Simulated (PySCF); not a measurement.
C5H5F, SMILES [C@H](C=C)(F)C#C. Atoms are numbered in the order given.

```xyz
11

C      2.2381    -0.0547     1.1995
C      1.3157    -0.1131     0.4193
C      0.1972    -0.2142    -0.5229
F     -0.0325     1.0001    -1.1220
C     -1.0471    -0.7169     0.1559
C     -2.1949    -0.0457     0.1695
H      3.0559     0.0043     1.8943
H      0.4851    -0.9252    -1.3221
H     -0.9445    -1.6898     0.6478
H     -3.0773    -0.4488     0.6717
H     -2.2809     0.9264    -0.3216
```
Charge 0, spin multiplicity 1.

Coordinates come from a PBE0-D3(BJ)/def2-SVP optimisation. The structure was generated by enumeration; whether it is a known compound was not checked. Other conformers were not sampled.

Computed with PBE/def2-TZVP (PySCF).

Atomic charges (e):

```csv
atom,meta-Löwdin,Mulliken
C1,-0.19,[?]
C2,-0.04,-0.06
C3,0.19,[?]
F4,-0.29,-0.18
C5,-0.12,[?]
C6,-0.26,-0.26
H7,0.18,0.17
H8,0.14,[?]
H9,0.13,[?]
H10,0.13,0.12
H11,0.13,0.14
```

**Question.** Some entries are withheld; supply them. (The exact figures need the calculation; the answer reports its results.)

**Answer.** 
- C1, Mulliken: -0.10
- C3, Mulliken: 0.09
- C5, Mulliken: -0.12
- H8, Mulliken: 0.10
- H9, Mulliken: 0.12

**Question.** Give the Mayer and Wiberg (Löwdin basis) orders of the bonds. (Estimate from the structure and the level; the computed values follow.)

**Answer.** 
```tsv
bond	Mayer	Wiberg
C1–C2	2.70	2.94
C2–C3	1.12	1.23
C3–F4	1.13	1.64
C3–C5	1.00	1.17
C5–C6	1.97	2.18
C1–H7	1.00	0.91
C3–H8	0.95	0.79
C5–H9	0.93	0.82
C6–H10	0.95	0.89
C6–H11	0.94	0.88
```
